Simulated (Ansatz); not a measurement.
`FB(Cl)Br` + H₂ → `ClBBr` + H–F at 400 K and 1 bar (hydrogenolysis of a B–F bond).

Program: Ansatz. Geometries: PBE0-D4/def2-TZVP. ΔE: electronic, gas phase. CCSD(T)/CBS is the MP2 limit (def2-TZVPP, def2-QZVPP) plus CCSD(T) − MP2 in def2-TZVPP, frozen cores. This one scheme is used for every species. For Br outer-core shells are correlated without core-valence functions, which leaves a few kJ/mol of doubt a bond. Scalar relativity is left out up to krypton.

```csv
species,CCSD(T)/CBS energy (Eh),H − E (kJ/mol),S (J/(mol·K))
`FB(Cl)Br`,-3157.81685,43.1,323.4
H₂,-1.17544,38.0,139.0
`ClBBr`,-3058.55678,55.3,301.3
H–F,-100.39570,36.5,182.2
```

H − E and S are ideal-gas, rigid-rotor, harmonic terms from PBE0-D4/def2-TZVP. The MP2-based limit puts H₂ 0.8 mEh under its directly extrapolated value; such offsets cancel only in part. 1 Eh = 2625.50 kJ/mol, R = 8.31446 J/(mol·K).

**Question.** By hand: ΔE, ΔH, ΔS and ΔG.

**Answer.** ΔE = (-3058.55678) + (-100.39570) − (-3157.81685) − (-1.17544) = 0.03981 Eh = 104.5 kJ/mol. Δ(H − E) = 55.3 + 36.5 − 43.1 − 38.0 = 10.7, so ΔH = 115.2 kJ/mol. ΔS = 301.3 + 182.2 − 323.4 − 139.0 = 21.1 J/(mol·K). ΔG = 115.2 − 400 × (21.1)/1000 = 106.8 kJ/mol.

**Question.** By hand: the equilibrium constant, and the temperature at which ΔG would vanish if ΔH and ΔS stayed fixed.

**Answer.** log₁₀ K = −ΔG/(RT ln 10) = -13.9. ΔG = 0 at ΔH/ΔS = 5460 K, far beyond where these terms or the molecules hold.

ΔH outweighs TΔS. A doubt of 5 kJ/mol in ΔE shifts log₁₀ K by 0.7 here. These are equilibria of isolated gas molecules and say nothing of rates. Largest T1 diagnostic: 0.010 (customary marks: 0.02 for closed shells, 0.045 for open ones).
